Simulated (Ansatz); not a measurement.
Reactions of CH₇AlGeO, SMILES `C[O][GeH2][AlH2]`.

Gas-phase electronic energies from Ansatz, PBE0-D4/def2-TZVP geometries. CBS: MP2 limit from def2 TZ/QZ plus the TZ coupled-cluster correction, frozen cores. This one scheme is used for every species. For Ge, Se outer-core shells are correlated without core-valence functions, which leaves a few kJ/mol of doubt a bond. Scalar relativity is left out up to krypton. Each species was taken in one conformer, which may not be the lowest.

(1) Order these by ΔE at CCSD(T)/CBS, lowest first. (Best estimate.)
A. `C[O][GeH2][AlH2]` + H₂ → `C[O][GeH3]` + `[AlH3]`
B. `C[O][GeH2][AlH2]` + H–F → `[F][GeH2][AlH2]` + CH₃OH
C. `C[O][GeH2][AlH2]` + H₂Se → `C[O][GeH2][SeH]` + `[AlH3]`
D. `C[O][GeH2][AlH2]` + H₂ → `[AlH2][GeH3]` + CH₃OH
E. `C[O][GeH2][AlH2]` + `O[SiH](O)[SiH3]` → `O[SiH]([SiH3])[O][AlH2]` + `C[O][GeH3]`
F. `C[O][GeH2][AlH2]` → `[AlH2][GeH3]` + `C=O`
G. `C[O][GeH2][AlH2]` + `SBS` → `[AlH2][GeH3]` + `COB(S)S`
H. `C[O][GeH2][AlH2]` + `C[SiH](N)Cl` → `C[SiH](Cl)[NH][AlH2]` + `C[O][GeH3]`

Largest T1 diagnostic: 0.015, for `C=O`.

Answers

(1) E (-143.9 kJ/mol), G (-97.7 kJ/mol), H (-88.0 kJ/mol), C (-47.9 kJ/mol), B (-28.2 kJ/mol), D (-5.4 kJ/mol), A (+4.6 kJ/mol), F (+119.6 kJ/mol).
